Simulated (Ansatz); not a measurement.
Cost and result for the atomization energy of CdFH2N (`[NH2][Cd][F]`) (5 atoms, 4 bonds).

```xyz
5

N     0.7700   -0.1352   -0.7061
Cd   -0.8794    0.0043    0.4128
F    -2.5587    0.0780    1.3723
H     1.2040    0.7740   -0.8246
H     1.4640   -0.7211   -0.2544
```

The species carries charge 0 and has multiplicity 1. Correlated methods include outer-core shells of Cd, which these sets cover unevenly. Cd: def2 effective core potential. All single points use the PBE0-D4/def2-TZVP geometry. It is one conformer, not always the lowest. Program: Ansatz. Hardware: A = 2 threads of an AMD EPYC 7R13 on a shared host; B = 2 threads of an AMD EPYC 7R13 on a shared host and a share of an NVIDIA H100 80 GB. Times are those of one run each, without the atoms' runs, and a repeat can differ threefold. Electronic energies, without spin–orbit coupling; frozen cores. CCSD(T)/CBS adds CCSD(T) − MP2 in def2-TZVPP to the MP2 limit, and its time is that of the two runs behind it. T1 = 0.016. With those shells the extrapolation isn't a true limit. B3LYP takes the VWN-RPA correlation (the form of Gaussian; ORCA's B3LYP/G).

CCSD(T)/CBS is a level of theory with its own doubt, some kJ/mol a heavy atom from the limit and from the frozen cores, so smaller differences don't rank the functionals.

| level | functions | wall time |
| --- | --- | --- |
| PBE0-D4/def2-TZVPP [A] | 146 | 1.2 s |
| PBE-D4/def2-TZVPP (with forces) [A] | 146 | 1.3 s |
| CCSD(T)/def2-TZVPP [B] | 146 | 1.6 s |
| B3LYP-D4/def2-TZVPP (with forces) [A] | 146 | 1.8 s |
| r2SCAN-D4/def2-TZVPP (with forces) [A] | 146 | 2.3 s |
| B2PLYP/def2-TZVPP [A] | 146 | 2.5 s |
| CCSD(T)/def2-QZVPP [B] | 262 | 3.1 s |
| ωB97X-V/def2-TZVPP [A] | 146 | 3.6 s |
| ωB97M-V/def2-TZVPP (with forces) [A] | 146 | 4.6 s |
| CCSD(T)/CBS(def2) | – | 4.6 s |

Problem. What atomization energy does each give, and how far from CCSD(T)/CBS? (Best estimate.)

Solution. Ansatz gave: 
| level | atomization (kJ/mol) | difference from CCSD(T)/CBS | per bond |
| --- | --- | --- | --- |
| PBE0-D4/def2-TZVPP [A] | 1276.2 | -21.7 | -5.4 |
| PBE-D4/def2-TZVPP (with forces) [A] | 1333.7 | 35.8 | 8.9 |
| CCSD(T)/def2-TZVPP [B] | 1234.1 | -63.8 | -16.0 |
| B3LYP-D4/def2-TZVPP (with forces) [A] | 1280.3 | -17.6 | -4.4 |
| r2SCAN-D4/def2-TZVPP (with forces) [A] | 1293.4 | -4.5 | -1.1 |
| B2PLYP/def2-TZVPP [A] | 1267.7 | -30.2 | -7.6 |
| CCSD(T)/def2-QZVPP [B] | 1275.7 | -22.2 | -5.6 |
| ωB97X-V/def2-TZVPP [A] | 1312.6 | 14.7 | 3.7 |
| ωB97M-V/def2-TZVPP (with forces) [A] | 1304.5 | 6.6 | 1.6 |
| CCSD(T)/CBS(def2) | 1297.9 | 0.0 | 0.0 |

The D4 term adds +9.9 kJ/mol with B3LYP and +5.0 kJ/mol with PBE0; it sums over pairs of atoms, weighted by their polarisabilities, and B3LYP, whose exchange is more repulsive, gets the larger term. From PBE to PBE0 (25 % exact exchange), in def2-TZVPP and without D4, the atomization energy moves by −56.6 kJ/mol: exact exchange takes away binding that semilocal exchange gives to molecules. In def2-TZVPP, CCSD(T) changes the Hartree–Fock value by +463.9 kJ/mol (the triples alone add +29.4 kJ/mol) and MP2 by +498.9 kJ/mol; breaking electron pairs costs correlation energy, which Hartree–Fock lacks.
